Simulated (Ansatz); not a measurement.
`C/N=C/NC` + `[OH][Sn]([OH])([Cl])[Cl]` → `C[O][Sn]([OH])([Cl])[Cl]` + `C/N=C\N`  (substitution at a C–N bond)

Gas-phase electronic energies from Ansatz, PBE0-D4/def2-TZVP geometries. CCSD(T)/CBS adds triple-zeta CCSD(T) − MP2 to the extrapolated MP2 energy (def2 sets, frozen cores). Double bonds are as drawn, so ΔE can hold a change between cis and trans. DFT in def2-TZVPP. B3LYP here is the variant with VWN-RPA as its local correlation; programs differ in this. Elements past krypton have def2 core potentials. For Sn outer-core shells are correlated without core-valence functions, which leaves a few kJ/mol of doubt a bond. One conformer a species, not always the lowest.

`C/N=C/NC`:

```xyz
13

C     2.033    0.350   -0.861
N     0.822   -0.159   -0.283
C    -0.098    0.673   -0.029
N    -1.264    0.326    0.579
C    -1.586   -1.060    0.803
H     2.241   -0.161   -1.806
H     2.882    0.147   -0.201
H     2.008    1.435   -1.057
H    -0.019    1.747   -0.251
H    -2.024    0.976    0.492
H    -1.687   -1.621   -0.133
H    -0.790   -1.531    1.381
H    -2.519   -1.123    1.365
```

`[OH][Sn]([OH])([Cl])[Cl]`:

Cartesian coordinates in Å:
```
O 0.661 -1.268 0.788
Sn -0.140 0.079 -0.354
O 0.451 1.787 0.325
Cl 0.539 -0.094 -2.533
Cl -2.430 -0.139 -0.293
H 0.153 -2.083 0.835
H 0.765 1.718 1.232
```

`C[O][Sn]([OH])([Cl])[Cl]`:

Cartesian coordinates in Å:
```
C 0.690 -0.624 1.488
O -0.356 -0.600 0.535
Sn -0.274 0.542 -1.025
O -1.919 0.240 -1.990
Cl -0.078 2.748 -0.413
Cl 1.538 0.018 -2.336
H 0.405 -1.336 2.265
H 0.841 0.355 1.956
H 1.637 -0.955 1.048
H -2.485 -0.389 -1.529
```

`C/N=C\N`:

```xyz
10

C    -1.093   -0.181   -0.825
N    -0.895   -0.417    0.584
C     0.237   -0.113    1.066
N     1.302    0.451    0.416
H    -2.096   -0.500   -1.112
H    -0.995    0.883   -1.086
H    -0.382   -0.741   -1.452
H     0.409   -0.274    2.131
H     1.314    0.455   -0.589
H     2.199    0.437    0.866
```

```csv
level,ΔE (kJ/mol)
PBE-D4,40.3
B3LYP-D4,37.8
B2PLYP,40.1
PBE0,43.0
CCSD/def2-TZVPP,39.0
MP2/def2-QZVPP,42.4
HF/CBS(def2),37.6
CCSD/CBS(def2),38.9
```

Task: What does CCSD(T)/CBS give? (Estimate.)

Result: Computed: +38.5 kJ/mol. The listed levels differ from it by 1.8, -0.7, 1.6, 4.5, 0.5, 3.9, -0.9, 0.4 kJ/mol.

Largest T1 diagnostic among the species: 0.013.
